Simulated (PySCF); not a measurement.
A structure optimised at PBE-D3(BJ)/def2-SVP, used in a PySCF frequency run:

```xyz
12

C      0.2713     2.7812     0.0000
C     -0.4574     1.4547     0.0000
O      0.5353     0.4040     0.0000
C      0.0647    -0.8566     0.0000
F     -0.7043    -1.1285     1.0884
F     -0.7043    -1.1285    -1.0884
F      1.1067    -1.6944     0.0000
H      0.9121     2.8798    -0.8980
H     -0.4607     3.6126     0.0000
H      0.9121     2.8798     0.8980
H     -1.1002     1.3414     0.8993
H     -1.1002     1.3414    -0.8993
```
Charge 0, spin multiplicity 1.

Question: Write its SMILES, formula and point group.

Answer: CCOC(F)(F)F, C3H5F3O, Cs

Question: What are its rotational constants (standard atomic weights)?

Answer: 4.9190, 1.6185, 1.5870 GHz
